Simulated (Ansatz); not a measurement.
Geometry optimisation, Ansatz, RKS CAM-B3LYP/def2-SVP.

Input:

```yaml
crystal:
  periodic: [false, false, false]
  atoms:
    - { symbol: Ge, position_ang: [0.113218, 0.0, 0.16636] }
    - { symbol: H, position_ang: [0.444345, 0.0, 1.655366] }
    - { symbol: F, position_ang: [1.799535, 0.0, -0.048265] }
    - { symbol: H, position_ang: [-0.520549, 1.269566, -0.42118] }
    - { symbol: H, position_ang: [-0.520549, -1.269566, -0.42118] }
basis:
  gaussian: { orbitals: def2-SVP }
hamiltonian:
  xc: cam_b3lyp
relax:
  f_tol: 0.03
  max_steps: 50
output:
  orbitals: {}
```

Run as:

```bash
$ ansatz run input.yaml --threads 2 --pin off --max-ram 3072MiB --backend cpu --events-out ev --progress --plain --runs-dir out
```

Where does it end, and by what steps?

The forces met the threshold. After 4 steps the energy has fallen by 0.399 eV; H2 moved furthest, 0.26 Å.

```tsv
step	energy less start (eV)	largest force component (eV/Å)	accepted
0	0.0000	1.702	yes
1	-0.3664	0.313	yes
2	-0.3965	0.161	yes
3	-0.3987	0.139	yes
4	-0.3991	0.005	yes
```

```xyz
5
Properties=species:S:1:pos:R:3
Ge 0.182 0.000 0.211
H 0.195 0.000 1.743
F 1.845 0.000 -0.301
H -0.453 1.271 -0.361
H -0.453 -1.271 -0.361
```

Run time: 6 s on 2 threads of Arm Neoverse V1 (shared host), peak memory 0.12 GiB.
